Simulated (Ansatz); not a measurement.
Steps of a relaxation of BBrFH3Si (`B[SiH](F)Br`) with RKS PBE0-D4/def2-TZVP.

```sh
$ ansatz run in.yaml --threads 2 --pin off --events-out ev --progress --plain --max-ram 4352MiB
```

```yaml
crystal:
  periodic: [false, false, false]
  atoms:
    - {symbol: B, position_ang: [-0.267390, 0.709585, 0.794398]}
    - {symbol: Si, position_ang: [0.569833, -0.280820, -0.661658]}
    - {symbol: F, position_ang: [0.310100, 0.055177, -2.240219]}
    - {symbol: Br, position_ang: [-1.302235, -1.368703, 0.242963]}
    - {symbol: H, position_ang: [0.156984, 0.536817, 1.917630]}
    - {symbol: H, position_ang: [-1.103881, 1.546364, 0.532964]}
    - {symbol: H, position_ang: [1.697889, -1.266520, -0.631777]}
basis:
  gaussian: {orbitals: def2-TZVP}
hamiltonian: {xc: pbe0, dispersion: d4}
relax: {f_tol: 0.005, max_steps: 150}
```

Positions (Å) and forces (eV/Å) along the path, 10 of 10 steps:

```xyz
7
step=1 energy=-81354.6261 eV
B    -0.267    0.710    0.794   -0.022    0.272    0.234
Si    0.570   -0.281   -0.662   -0.318   -0.098   -1.083
F     0.310    0.055   -2.240    0.217   -0.273    1.354
Br   -1.302   -1.369    0.243    0.264    0.138   -0.153
H     0.157    0.537    1.918   -0.189    0.056   -0.449
H    -1.104    1.546    0.533    0.317   -0.357    0.102
H     1.698   -1.267   -0.632   -0.270    0.262   -0.006
7
step=2 energy=-81354.6706 eV
B    -0.254    0.719    0.791    0.042    0.109    0.071
Si    0.559   -0.290   -0.658   -0.220    0.072   -0.743
F     0.307    0.052   -2.218    0.127   -0.170    0.831
Br   -1.291   -1.364    0.230    0.067   -0.030   -0.081
H     0.151    0.537    1.904   -0.055    0.032   -0.123
H    -1.095    1.530    0.534    0.102   -0.084    0.030
H     1.684   -1.254   -0.629   -0.062    0.070    0.015
7
step=3 energy=-81354.6890 eV
B    -0.243    0.728    0.790    0.136    0.084   -0.039
Si    0.537   -0.302   -0.657   -0.026   -0.016    0.049
F     0.300    0.052   -2.186   -0.024    0.029   -0.087
Br   -1.289   -1.398    0.201   -0.036   -0.049   -0.010
H     0.153    0.550    1.897   -0.013   -0.032    0.069
H    -1.073    1.539    0.532   -0.085    0.019   -0.002
H     1.676   -1.238   -0.622    0.048   -0.035    0.021
7
step=4 energy=-81354.6923 eV
B    -0.221    0.750    0.787   -0.032   -0.006    0.012
Si    0.532   -0.305   -0.657   -0.044   -0.087    0.114
F     0.296    0.050   -2.185   -0.023    0.048   -0.128
Br   -1.292   -1.409    0.190    0.030   -0.019   -0.042
H     0.149    0.548    1.900    0.035    0.024    0.031
H    -1.079    1.535    0.537   -0.001    0.053   -0.001
H     1.676   -1.237   -0.617    0.035   -0.013    0.014
7
step=5 energy=-81354.6954 eV
B    -0.213    0.761    0.788   -0.027    0.008    0.002
Si    0.518   -0.316   -0.654   -0.036   -0.061    0.049
F     0.295    0.054   -2.184   -0.019    0.011   -0.027
Br   -1.297   -1.441    0.170    0.049    0.015   -0.043
H     0.158    0.560    1.903    0.012    0.012    0.006
H    -1.074    1.547    0.541    0.012    0.017    0.008
H     1.675   -1.233   -0.610    0.009   -0.001    0.005
7
step=6 energy=-81354.6973 eV
B    -0.201    0.779    0.791   -0.019    0.009   -0.001
Si    0.502   -0.330   -0.648    0.016   -0.014   -0.010
F     0.283    0.051   -2.178    0.009    0.008    0.011
Br   -1.296   -1.478    0.132   -0.022   -0.024    0.011
H     0.165    0.575    1.908   -0.001    0.006   -0.014
H    -1.066    1.563    0.549    0.025   -0.003    0.007
H     1.675   -1.229   -0.599   -0.007    0.019   -0.003
7
step=7 energy=-81354.6978 eV
B    -0.194    0.788    0.790   -0.009   -0.009   -0.006
Si    0.490   -0.341   -0.645    0.013    0.017    0.005
F     0.281    0.054   -2.173   -0.005   -0.008    0.005
Br   -1.303   -1.504    0.117    0.006   -0.009   -0.008
H     0.169    0.582    1.907    0.003    0.004    0.005
H    -1.058    1.574    0.552    0.003    0.011    0.002
H     1.676   -1.220   -0.594   -0.011   -0.006   -0.003
7
step=8 energy=-81354.6978 eV
B    -0.193    0.793    0.792    0.000    0.007   -0.005
Si    0.484   -0.342   -0.642    0.024   -0.034   -0.026
F     0.279    0.051   -2.170   -0.012    0.014    0.008
Br   -1.301   -1.522    0.106    0.000    0.006    0.001
H     0.168    0.587    1.910    0.001   -0.001    0.004
H    -1.051    1.585    0.554   -0.006    0.000    0.003
H     1.674   -1.219   -0.596   -0.008    0.008    0.016
7
step=9 energy=-81354.6979 eV
B    -0.192    0.793    0.791   -0.001   -0.003   -0.003
Si    0.486   -0.343   -0.643    0.003   -0.007   -0.006
F     0.278    0.053   -2.170   -0.002    0.002    0.005
Br   -1.301   -1.520    0.106    0.004    0.002   -0.002
H     0.170    0.587    1.909    0.001    0.001    0.003
H    -1.053    1.582    0.554   -0.002    0.003    0.000
H     1.674   -1.220   -0.593   -0.004    0.002    0.003
7
step=10 energy=-81354.6980 eV
B    -0.192    0.793    0.791    0.003   -0.001   -0.002
Si    0.485   -0.344   -0.643    0.003    0.003   -0.001
F     0.278    0.053   -2.170   -0.001   -0.001    0.001
Br   -1.301   -1.522    0.105   -0.002   -0.002    0.000
H     0.170    0.588    1.909    0.000    0.000    0.002
H    -1.052    1.583    0.554   -0.002    0.001    0.000
H     1.674   -1.220   -0.592   -0.001    0.000    0.000
```

It took 49 s on 2 threads of an Arm Neoverse V1 on a shared host, with 0.4 GiB of host memory at the peak.
